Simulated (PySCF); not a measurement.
Cd(Me)2 (C₂H₆Cd), SMILES [CH3][Cd][CH3].

Geometry optimised at B3LYP-D3(BJ)/def2-SVP. The isomer is the one that the SMILES or the coordinates give; other isomers of the formula were not compared. The def2 effective core potentials stand for the cores of Cd; spin–orbit coupling is left out.

These are ωB97X/def2-TZVPD (PySCF) values and carry that method's errors.

Symmetry labels are those of the subgroup C2h that the program uses (full group D3d).

Computed valence orbital energies around the gap with their symmetry:
```
orbital  symmetry  energy (eV)
-------  --------  -----------
HOMO−7         Ag       -16.93
HOMO−6         Bg       -16.93
HOMO−5         Bu       -13.20
HOMO−4         Au       -13.20
HOMO−3         Ag       -12.88
HOMO−2         Bg       -12.88
HOMO−1         Ag       -10.87
HOMO           Bu        -9.10
LUMO           Au         1.61
LUMO+1         Bu         1.61
LUMO+2         Ag         1.66
LUMO+3         Bu         2.54
```
